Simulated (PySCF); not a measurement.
**Te+ (tellurium, charge +1) across methods**

[Kr] 4d10 5s2 5p3, high-spin 4S determinant. Computed with PySCF 2.14 in def2-QZVPPD with the def2 core potential (28 electrons), with scalar relativity through the core potential.

```json
{"method": "B3LYP", "E (hartree)": "-267.7481", "mean ε 5s α (eV)": "-25.901", "mean ε 5s β (eV)": "-23.221", "mean ε 5p α (eV)": "-15.378", "Σ⟨r²⟩ (bohr²)": "46.96", "⟨S²⟩": "3.751"}
{"method": "BP86", "E (hartree)": "-267.7853", "mean ε 5s α (eV)": "-24.435", "mean ε 5s β (eV)": "-22.380", "mean ε 5p α (eV)": "-14.596", "Σ⟨r²⟩ (bohr²)": "46.84", "⟨S²⟩": "3.751"}
{"method": "PBE0", "E (hartree)": "-267.6751", "mean ε 5s α (eV)": "-26.431", "mean ε 5s β (eV)": "-23.095", "mean ε 5p α (eV)": "-15.796", "Σ⟨r²⟩ (bohr²)": "46.87", "⟨S²⟩": "3.751"}
{"method": "B97-3", "E (hartree)": "-267.7226", "mean ε 5s α (eV)": "-26.425", "mean ε 5s β (eV)": "-23.067", "mean ε 5p α (eV)": "-15.712", "Σ⟨r²⟩ (bohr²)": "46.84", "⟨S²⟩": "3.752"}
{"method": "UHF", "E (hartree)": "-266.72271", "mean ε 5s α (eV)": "-31.755", "mean ε 5s β (eV)": "-24.582", "mean ε 5p α (eV)": "-18.836", "Σ⟨r²⟩ (bohr²)": "47.37", "⟨S²⟩": "3.752"}
{"method": "LDA", "E (hartree)": "-267.2563", "mean ε 5s α (eV)": "-24.524", "mean ε 5s β (eV)": "-22.650", "mean ε 5p α (eV)": "-14.595", "Σ⟨r²⟩ (bohr²)": "46.92", "⟨S²⟩": "3.751"}
{"method": "r2SCAN", "E (hartree)": "-267.7683", "mean ε 5s α (eV)": "-25.186", "mean ε 5s β (eV)": "-22.096", "mean ε 5p α (eV)": "-14.998", "Σ⟨r²⟩ (bohr²)": "46.72", "⟨S²⟩": "3.751"}
{"method": "CAM-B3LYP", "E (hartree)": "-267.6564", "mean ε 5s α (eV)": "-28.053", "mean ε 5s β (eV)": "-24.817", "mean ε 5p α (eV)": "-16.962", "Σ⟨r²⟩ (bohr²)": "46.96", "⟨S²⟩": "3.751"}
```

Q: Estimate the same row for PBE.

A: E (hartree) = -267.6536; mean ε 5s α (eV) = -24.342; mean ε 5s β (eV) = -22.143; mean ε 5p α (eV) = -14.532; Σ⟨r²⟩ (bohr²) = 46.94; ⟨S²⟩ = 3.751.

Energies and moments cover only the electrons outside the core potential.
